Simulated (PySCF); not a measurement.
A species of formula C8H13FO has this rotational fingerprint, computed with PySCF, PBE0-D3(BJ)/def2-SVP geometry optimisation, gas phase:

| Item | Value |
| --- | --- |
| Rotational constants | A = 2176, B = 1048, C = 827.7 MHz |
| Dipole components | \|μa\| = 0.98 D, \|μb\| = 0.03 D, \|μc\| = 1.08 D |
| Inertial defect | -103.91 u·Å² |
| κ | -0.67 |

Problem. Which candidate fits, each taken in the one conformer that was computed?
A. `[CH3:1][O:2][C:3]1([F:4])[CH2:5][C:6]2([CH2:7][CH2:8][CH2:9]2)[CH2:10]1` with C1–O2–C3–F4 -64°
B. `[CH3:1][O:2][C@@H:3]1[C@H:4]([F:5])[CH2:6][C:7]12[CH2:8][CH2:9][CH2:10]2` with C1–O2–C3–C4 -85°

Solution. B. It is CO[C@@H]1[C@H](F)CC12CCC2, an asymmetric top, point group C1. The candidates at the same level (rigid rotor, commonest isotopes):

| SMILES | A (MHz) | B (MHz) | C (MHz) | μa (D) | μb (D) | μc (D) | Δ (u·Å²) | point group | rotor |
| --- | --- | --- | --- | --- | --- | --- | --- | --- | --- |
| CO[C@@H]1[C@H](F)CC12CCC2 | 2176 | 1048 | 827.7 | 0.98 | 0.03 | 1.08 | -103.91 | C1 | asymmetric top |
| COC1(F)CC2(CCC2)C1 | 3357 | 806.0 | 758.5 | 0.31 | 1.16 | 1.00 | -111.27 | C1 | near-prolate asymmetric top |

`COC1(F)CC2(CCC2)C1` has A 54 % too high. No structure here is proved a minimum.
